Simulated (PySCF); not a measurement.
# `C1[C@H](C=C)C=C(C=C)C1`, C9H12

Cartesian coordinates in Å; atom numbers follow the order of the lines, from 1:
```xyz
21

C     3.5078    0.0321    0.4113
C     2.3980    0.3344    1.0776
C     1.0637   -0.0561    0.6857
C    -0.0625    0.2801    1.3189
C    -1.2942   -0.2319    0.6289
C    -2.0046    0.9039   -0.0492
C    -3.2527    1.2546    0.1953
C    -0.7210   -1.2412   -0.3909
C     0.7682   -0.8913   -0.5338
H     3.4894   -0.5467   -0.4963
H     4.4769    0.3570    0.7488
H     2.4577    0.9243    1.9838
H    -0.1314    0.8934    2.2012
H    -1.9828   -0.7119    1.3304
H    -1.4109    1.4446   -0.7747
H    -3.7265    2.0769   -0.3135
H    -3.8587    0.7296    0.9162
H    -1.2501   -1.1924   -1.3421
H    -0.8283   -2.2526    0.0026
H     0.9602   -0.3061   -1.4367
H     1.3931   -1.7838   -0.5764
```

Level of theory: PySCF, GIAO HF/pcSseg-1 magnetisability, rotational g tensor and spin-rotation constants, non-relativistic, gas phase. Geometry: GFN2-xTB.

Question: Give the nuclear spin-rotation constants along the inertial axes (H = +C I·J) beside the isotropic shieldings.

Answer: Rotational constants 4.1209, 0.9033, 0.8136 GHz. A star marks the isotopologue with that one atom substituted, in its own axes.
```tsv
atom	isotope	Caa (kHz)	Cbb (kHz)	Ccc (kHz)	mean (kHz)	σ (ppm)
H10	1H	-0.421	0.056	-0.075	-0.147	26.8
H11	1H	0.168	-0.053	-0.092	0.007	26.8
H12	1H	-0.409	0.075	-0.071	-0.135	25.3
H13	1H	-0.433	0.071	-0.080	-0.147	26.3
H14	1H	-0.270	-0.105	0.010	-0.122	29.2
H15	1H	-0.313	-0.109	0.060	-0.121	26.4
H16	1H	-0.207	-0.088	0.009	-0.095	27.1
H17	1H	-0.277	-0.106	0.042	-0.114	26.9
H18	1H	-0.299	-0.056	-0.047	-0.134	30.5
H19	1H	-0.456	-0.055	-0.009	-0.173	29.9
H20	1H	-0.447	-0.093	0.026	-0.171	29.7
H21	1H	-0.199	-0.033	-0.079	-0.104	29.8
C1	13C*	1.364	0.343	0.120	0.609	72.3
C2	13C*	1.439	0.396	0.135	0.657	52.1
C3	13C*	1.512	0.406	0.144	0.687	44.8
C4	13C*	1.364	0.393	0.164	0.640	50.3
C5	13C*	0.711	0.155	0.151	0.339	145.6
C6	13C*	1.276	0.147	0.431	0.618	41.9
C7	13C*	1.024	0.134	0.362	0.506	75.8
C8	13C*	0.575	0.124	0.140	0.280	163.1
C9	13C*	0.601	0.123	0.131	0.285	164.4
```
For the geometry as given, no vibrational averaging.
